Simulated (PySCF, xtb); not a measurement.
Sb(Cl)3 cation (Cl3Sb), SMILES [Cl][Sb]([Cl])[Cl] (connectivity only; charge and spin as stated), charge +1, multiplicity 2.

Harmonic wavenumbers (cm⁻¹) from GFN2-xTB (xtb 6.7.1) at its own minimum, in rising order: 79, 79, 100, 303, 305, 305.

Q: What does PBE-D3(BJ)/def2-SVP (PySCF 2.14.0) give at its own minimum? (Estimate from the structure and the level; the computed values follow.)

A: 102, 102, 109, 343, 364, 364. Paired by order, the mean absolute difference is 36 cm⁻¹ and the zero-point energies are 1.7 and 2.0 kcal/mol.
